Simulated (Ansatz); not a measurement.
Basis sets compared for KNa₄⁺. The state is a singlet with charge 1. Geometry PBE/def2-SVP. Ansatz on 4 threads of Arm Neoverse V2 on a shared host; times are rough, and most runs start from earlier orbitals.

```xyz
5

Na   -1.335   -2.662    2.849
Na    3.736    1.199   -1.266
Na    1.322    2.572   -2.922
Na   -3.731   -1.121    1.319
K     0.007    0.012    0.019
```

The restricted singlet is unstable towards broken spin symmetry in Hartree–Fock (as tested in another run); at PBE/def2-SVP, PBE/def2-TZVP, PBE0/def2-SVP, PBE0/def2-TZVP this wasn't settled. Another isomer (singlet) lies 0.09 eV lower at PBE0/def2-TZVP; other spin states weren't run for this one.

```tsv
level	functions	energy (Eh)	HOMO (eV)	LUMO (eV)	wall time
PBE/def2-SVP	84	-1247.9659	-6.10	-4.72	1.1 s
PBE0/def2-SVP	84	-1248.0730	-6.53	-4.22	1.6 s
```

(1) Estimate the rows for PBE/def2-TZVP (with forces), PBE0/def2-TZVP.

Answers

(1) 
```
                      level  functions  energy (Eh)  HOMO (eV)  LUMO (eV)  wall time
PBE/def2-TZVP (with forces)        161   -1248.2836      -6.14      -4.78      1.9 s
             PBE0/def2-TZVP        161   -1248.3871      -6.58      -4.27      2.6 s
```
